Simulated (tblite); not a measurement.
A geometry optimisation, step by step.

C2H12GeOSi3.
SMILES with atom numbers: `[CH3:1][C@H:2]1[SiH2:3][Si@@H:4]([O:5][GeH3:6])[SiH2:7]1` (hydrogens: H8, H9, H10 on C1; H11 on C2; H12, H13 on Si3; H14 on Si4; H15, H16, H17 on Ge6; H18, H19 on Si7)

Computed with GFN2-xTB (tblite), gas phase: L-BFGS steps from a force-field or distance-geometry start until the largest atomic force falls under 0.01 eV/Å. 7 of its 199 geometries are shown.

Step 0: E = -585.6810 eV, largest atomic force 3.940 eV/Å
```
atom  x, y, z in Å  |  force x, y, z in eV/Å
C1     -2.725   -0.946    0.635   -1.145  -1.590   0.076
C2     -1.548   -0.516   -0.170    0.413   0.049   0.228
Si3    -1.183    1.311   -0.238   -2.640   2.809  -0.816
Si4     0.857    0.802   -0.827    2.547   0.809  -0.015
O5      2.145    1.673   -0.155   -0.070  -1.134  -0.691
Ge6     3.384    0.434    0.234    0.070  -0.288   0.181
Si7     0.105   -0.654    0.718    1.314  -1.687   0.546
H8     -3.188   -0.145    1.248    0.277  -0.591  -0.567
H9     -3.456   -1.406   -0.075    0.016   0.596   0.823
H10    -2.417   -1.781    1.308   -0.434   0.584  -0.225
H11    -1.465   -1.006   -1.154   -0.272   0.211   0.440
H12    -1.343    1.968    1.068   -0.121  -0.078  -0.118
H13    -2.019    1.993   -1.227   -0.199   0.155   0.010
H14     1.082    0.097   -2.072    0.323   0.148  -0.501
H15     2.816   -0.338    1.443    0.387   0.350  -0.315
H16     4.764    1.035    0.545   -0.477   0.034  -0.186
H17     3.398   -0.552   -0.964    0.231   0.454   0.431
H18     0.727   -1.979    0.685   -0.177  -0.384   0.492
H19     0.058    0.019    2.022   -0.043  -0.444   0.208
```

Step 33: E = -587.3566 eV, largest atomic force 0.303 eV/Å
```
atom  x, y, z in Å  |  force x, y, z in eV/Å
C1     -2.904   -0.872    0.775   -0.247  -0.028   0.074
C2     -1.673   -0.440   -0.007   -0.012  -0.259   0.038
Si3    -1.303    1.413   -0.381   -0.119   0.195   0.010
Si4     0.870    0.643   -0.767    0.147  -0.119  -0.237
O5      2.338    1.215   -0.275   -0.048  -0.012   0.031
Ge6     3.817    0.533    0.326    0.014   0.119   0.033
Si7     0.053   -1.069    0.571    0.043  -0.131   0.049
H8     -3.167   -0.181    1.569    0.187   0.118   0.150
H9     -3.769   -0.922    0.118   -0.103  -0.003  -0.048
H10    -2.781   -1.860    1.225    0.073   0.103  -0.095
H11    -1.788   -0.903   -0.996    0.053   0.006  -0.098
H12    -1.702    2.271    0.742   -0.014  -0.008  -0.015
H13    -2.105    1.816   -1.543    0.006   0.119   0.018
H14     1.059    0.510   -2.235    0.100  -0.072   0.102
H15     3.563   -0.046    1.694   -0.032   0.021  -0.118
H16     4.741    1.709    0.375   -0.002   0.016   0.004
H17     4.298   -0.514   -0.643   -0.061   0.037   0.055
H18     0.172   -2.533    0.476    0.052  -0.016  -0.009
H19     0.269   -0.759    1.998   -0.035  -0.086   0.056
```

Step 66: E = -587.6090 eV, largest atomic force 0.055 eV/Å
```
atom  x, y, z in Å  |  force x, y, z in eV/Å
C1     -2.902   -0.618    0.942   -0.024  -0.027   0.004
C2     -1.776   -0.548   -0.082    0.006  -0.015   0.037
Si3    -1.140    1.233   -0.515   -0.008   0.006  -0.028
Si4     0.947    0.230   -0.781    0.007  -0.003  -0.023
O5      2.206    1.034   -0.098   -0.016  -0.024   0.002
Ge6     3.849    0.948    0.417   -0.014  -0.026   0.046
Si7    -0.141   -1.499    0.361   -0.032  -0.032  -0.029
H8     -2.557   -0.272    1.914   -0.005   0.020   0.000
H9     -3.747    0.004    0.643    0.028   0.003  -0.009
H10    -3.269   -1.637    1.060    0.033  -0.022   0.007
H11    -2.162   -0.983   -1.013    0.004  -0.001   0.012
H12    -1.440    2.130    0.610    0.015   0.039  -0.013
H13    -1.883    1.784   -1.660    0.012   0.027   0.021
H14     1.417   -0.073   -2.151    0.005  -0.012   0.000
H15     3.831    0.436    1.826   -0.007   0.003   0.001
H16     4.353    2.352    0.320   -0.016   0.018  -0.009
H17     4.587    0.009   -0.492   -0.003   0.007  -0.013
H18    -0.167   -2.897   -0.102    0.000   0.016  -0.023
H19    -0.016   -1.624    1.823    0.017   0.024   0.019
```

Step 99: E = -587.6200 eV, largest atomic force 0.032 eV/Å
```
atom  x, y, z in Å  |  force x, y, z in eV/Å
C1     -2.870   -0.583    0.991   -0.003   0.000   0.012
C2     -1.789   -0.544   -0.082   -0.006  -0.004   0.009
Si3    -1.101    1.212   -0.550    0.002  -0.001  -0.010
Si4     0.951    0.141   -0.854   -0.016   0.028  -0.004
O5      2.182    0.917   -0.098    0.003  -0.001  -0.004
Ge6     3.806    0.984    0.465   -0.007  -0.006   0.021
Si7    -0.176   -1.562    0.283    0.004   0.020   0.016
H8     -2.499   -0.174    1.928    0.013   0.005   0.003
H9     -3.741    0.000    0.692    0.008   0.002  -0.002
H10    -3.199   -1.605    1.177    0.000   0.001   0.004
H11    -2.237   -0.966   -0.991    0.014  -0.002  -0.023
H12    -1.307    2.136    0.576    0.002   0.007  -0.004
H13    -1.853    1.812   -1.664   -0.002  -0.006   0.003
H14     1.476   -0.148   -2.205   -0.010  -0.006  -0.010
H15     3.792    0.479    1.877   -0.004  -0.003  -0.007
H16     4.178    2.431    0.372   -0.006  -0.003  -0.001
H17     4.649    0.120   -0.427    0.008  -0.002   0.001
H18    -0.286   -2.945   -0.205    0.007  -0.014  -0.006
H19     0.015   -1.698    1.738   -0.006  -0.015   0.003
```

Step 132: E = -587.6258 eV, largest atomic force 0.051 eV/Å
```
atom  x, y, z in Å  |  force x, y, z in eV/Å
C1     -2.787   -0.530    1.082    0.011   0.023  -0.004
C2     -1.778   -0.537   -0.061   -0.008   0.006  -0.017
Si3    -1.097    1.196   -0.618    0.024   0.003   0.012
Si4     0.939    0.108   -0.971    0.011  -0.004  -0.015
O5      2.230    0.870   -0.306    0.002  -0.001   0.016
Ge6     3.722    0.976    0.536    0.021   0.019   0.039
Si7    -0.163   -1.584    0.212    0.004   0.032   0.008
H8     -2.360   -0.067    1.969    0.010  -0.024   0.000
H9     -3.682    0.031    0.811    0.021  -0.003  -0.005
H10    -3.092   -1.543    1.341    0.001  -0.002   0.008
H11    -2.289   -0.968   -0.931   -0.011  -0.016   0.003
H12    -1.248    2.180    0.466   -0.007  -0.005   0.019
H13    -1.892    1.751   -1.723   -0.011   0.010  -0.029
H14     1.426   -0.196   -2.331   -0.022  -0.006  -0.007
H15     3.511    0.399    1.907   -0.002  -0.008  -0.040
H16     4.025    2.440    0.572   -0.023   0.033   0.008
H17     4.761    0.224   -0.243   -0.024  -0.045   0.005
H18    -0.304   -2.939   -0.341   -0.006  -0.026   0.000
H19     0.070   -1.803    1.650    0.010   0.016  -0.002
```

Step 165: E = -587.6551 eV, largest atomic force 0.069 eV/Å
```
atom  x, y, z in Å  |  force x, y, z in eV/Å
C1     -2.452   -0.396    1.261   -0.002   0.020   0.010
C2     -1.695   -0.521   -0.057   -0.017   0.032   0.001
Si3    -1.044    1.160   -0.792    0.018  -0.019   0.052
Si4     0.933    0.026   -1.308    0.019  -0.011  -0.014
O5      2.327    0.625   -0.677    0.058   0.024   0.025
Ge6     3.296    0.904    0.721   -0.023   0.030  -0.036
Si7    -0.096   -1.622   -0.006    0.030   0.003   0.044
H8     -1.817    0.035    2.034   -0.015  -0.010  -0.029
H9     -3.326    0.245    1.145    0.008   0.000   0.019
H10    -2.793   -1.368    1.610   -0.010  -0.038   0.025
H11    -2.393   -0.963   -0.777    0.022   0.003  -0.011
H12    -1.032    2.197    0.257   -0.029   0.003  -0.010
H13    -1.968    1.661   -1.818    0.002   0.040  -0.028
H14     1.389   -0.152   -2.695   -0.013  -0.027  -0.008
H15     2.685    0.165    1.877    0.030   0.001  -0.029
H16     3.298    2.389    0.952   -0.010  -0.044  -0.028
H17     4.652    0.388    0.338   -0.043   0.011   0.053
H18    -0.332   -3.008   -0.436   -0.024  -0.008  -0.026
H19     0.358   -1.756    1.394    0.000  -0.009  -0.010
```

Step 198: E = -587.6785 eV, largest atomic force 0.010 eV/Å
```
atom  x, y, z in Å  |  force x, y, z in eV/Å
C1     -2.249   -0.298    1.351   -0.003   0.003   0.003
C2     -1.637   -0.489   -0.034   -0.001   0.002   0.001
Si3    -0.880    1.122   -0.822    0.003   0.000   0.000
Si4     0.996   -0.162   -1.379    0.000   0.001  -0.001
O5      2.420    0.350   -0.727    0.005   0.001   0.003
Ge6     3.007    1.000    0.760   -0.001   0.003  -0.009
Si7    -0.160   -1.756   -0.113    0.003  -0.002   0.000
H8     -1.501    0.061    2.056   -0.002  -0.001  -0.002
H9     -3.059    0.429    1.322    0.001  -0.001   0.006
H10    -2.651   -1.235    1.735    0.002  -0.003   0.001
H11    -2.439   -0.851   -0.686    0.000  -0.004  -0.002
H12    -0.751    2.170    0.210    0.003  -0.001  -0.002
H13    -1.775    1.705   -1.833   -0.003   0.001  -0.004
H14     1.475   -0.386   -2.751    0.000   0.003   0.005
H15     2.387    0.226    1.886    0.001   0.002   0.003
H16     2.612    2.446    0.805   -0.001  -0.007   0.001
H17     4.488    0.812    0.678   -0.002   0.000   0.001
H18    -0.585   -3.042   -0.687    0.001   0.002   0.002
H19     0.291   -2.092    1.251   -0.007   0.002  -0.005
```

Q: Summarise the path.

A: The energy falls by 1.9975 eV from step 0 to step 198; nine tenths of that is first reached at step 43. It never rises by more than 0.2 meV. The largest force goes from 3.940 to 0.010 eV/Å. Among the bonds Si3–Si4 changes most, from 2.183 to 2.341 Å; the atoms move by 1.511 Å rms after alignment.

Q: Follow the three bonds and two angles with the largest change from start to end.

A: 
| step | E above end (eV) | largest force (eV/Å) | Si3–Si4 (Å) | Si4–Si7 (Å) | C2–Si3 (Å) | Si4–O5–Ge6 (°) | O5–Si4–H14 (°) |
| --- | --- | --- | --- | --- | --- | --- | --- |
| 0 | 1.9975 | 3.940 | 2.183 | 2.252 | 1.864 | 104.8 | 118.2 |
| 9 | 0.7608 | 0.548 | 2.315 | 2.328 | 1.934 | 113.1 | 104.0 |
| 17 | 0.5573 | 0.484 | 2.345 | 2.344 | 1.941 | 117.5 | 102.4 |
| 26 | 0.3949 | 0.276 | 2.374 | 2.342 | 1.930 | 129.9 | 99.3 |
| 34 | 0.3087 | 0.276 | 2.344 | 2.325 | 1.926 | 137.4 | 103.1 |
| 43 | 0.1961 | 0.198 | 2.336 | 2.316 | 1.944 | 141.0 | 104.0 |
| 52 | 0.1013 | 0.203 | 2.333 | 2.328 | 1.950 | 142.9 | 104.1 |
| 60 | 0.0771 | 0.089 | 2.335 | 2.340 | 1.943 | 145.1 | 102.9 |
| 69 | 0.0676 | 0.083 | 2.328 | 2.342 | 1.942 | 146.4 | 104.5 |
| 77 | 0.0640 | 0.059 | 2.330 | 2.336 | 1.946 | 147.5 | 104.7 |
| 86 | 0.0619 | 0.038 | 2.332 | 2.333 | 1.944 | 148.1 | 104.6 |
| 95 | 0.0593 | 0.041 | 2.331 | 2.339 | 1.943 | 150.7 | 104.3 |
| 103 | 0.0580 | 0.023 | 2.333 | 2.339 | 1.943 | 152.4 | 104.3 |
| 112 | 0.0570 | 0.036 | 2.333 | 2.338 | 1.943 | 153.4 | 104.4 |
| 121 | 0.0558 | 0.026 | 2.333 | 2.337 | 1.943 | 155.9 | 103.9 |
| 129 | 0.0542 | 0.061 | 2.336 | 2.339 | 1.945 | 155.8 | 103.0 |
| 138 | 0.0479 | 0.097 | 2.338 | 2.339 | 1.943 | 152.9 | 101.8 |
| 146 | 0.0433 | 0.064 | 2.336 | 2.338 | 1.943 | 148.8 | 101.2 |
| 155 | 0.0329 | 0.121 | 2.339 | 2.342 | 1.946 | 147.1 | 100.0 |
| 164 | 0.0240 | 0.060 | 2.338 | 2.339 | 1.946 | 147.7 | 98.5 |
| 172 | 0.0147 | 0.075 | 2.352 | 2.337 | 1.946 | 144.1 | 97.4 |
| 181 | 0.0049 | 0.072 | 2.346 | 2.338 | 1.947 | 139.9 | 97.5 |
| 189 | 0.0006 | 0.021 | 2.344 | 2.340 | 1.947 | 138.6 | 97.8 |
| 198 | 0.0000 | 0.010 | 2.341 | 2.341 | 1.947 | 138.7 | 97.7 |

The cost below is that of the whole relaxation. On one thread, Arm Neoverse N1 (aarch64), shared host, this took 3.9 s.
